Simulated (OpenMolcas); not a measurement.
5s² 5p⁴ along the 52-electron sequence

| Property | Result |
| --- | --- |
| Program | OpenMolcas |
| Method | CASSCF |
| Basis | ANO-R3 |
| Scalar Hamiltonian | X2C, finite nucleus |
| Spin-orbit coupling | RASSI with atomic mean-field integrals over the reference wave functions, term energies averaged over their components |

Active space for each ion: 4 electrons in 3 orbitals (5p).

Computed levels in cm-1 above ³P₂:

```json
{"Level": "³P₁", "Te": "4175", "I+": "6235", "Xe2+": "8615"}
{"Level": "³P₀", "Te": "4744", "I+": "6577", "Xe2+": "8416"}
{"Level": "¹D₂", "Te": "12335", "I+": "15505", "Xe2+": "18775"}
{"Level": "¹S₀", "Te": "27031", "I+": "33169", "Xe2+": "39356"}
{"Level": "weight of ³P in the lowest level (%)", "Te": "96", "I+": "94", "Xe2+": "92"}
```

Measured, with the error of the calculation in %. Measured levels: Te, I+ from NIST Handbook of Basic Atomic Spectroscopic Data; Xe2+ from Saloman, J. Phys. Chem. Ref. Data 33, 765 (2004).

```json
{"Level": "³P₁", "Te": "4751 (-12.1)", "I+": "7087 (-12.0)", "Xe2+": "9794 (-12.0)"}
{"Level": "³P₀", "Te": "4706 (+0.8)", "I+": "6448 (+2.0)", "Xe2+": "8130 (+3.5)"}
{"Level": "¹D₂", "Te": "10558 (+16.8)", "I+": "13727 (+13.0)", "Xe2+": "17099 (+9.8)"}
{"Level": "¹S₀", "Te": "23198 (+16.5)", "I+": "29501 (+12.4)", "Xe2+": "36103 (+9.0)"}
```

The fine-structure level ³P₀ changes by a factor of 1.77 from Te to Xe2+. Its fourth root runs 8.30, 9.01, 9.58, with steps per unit of Z of 0.71, 0.57; equal steps would mean a (Z - σ)^4 law with constant σ.

¹D₂ changes by a factor of 1.52 over the same range, with steps per unit of Z of +3170, +3270 cm-1.

With the s shell closed, the reference lacks s² → p² mixing. Computed and measured levels are paired by configuration, term and J; levels that our copy of the source lacks, or whose pairing is in doubt (as where it misses far off the trend of its configuration), stay unpaired and out of the deviations. Levels of configurations outside the active space are missing.
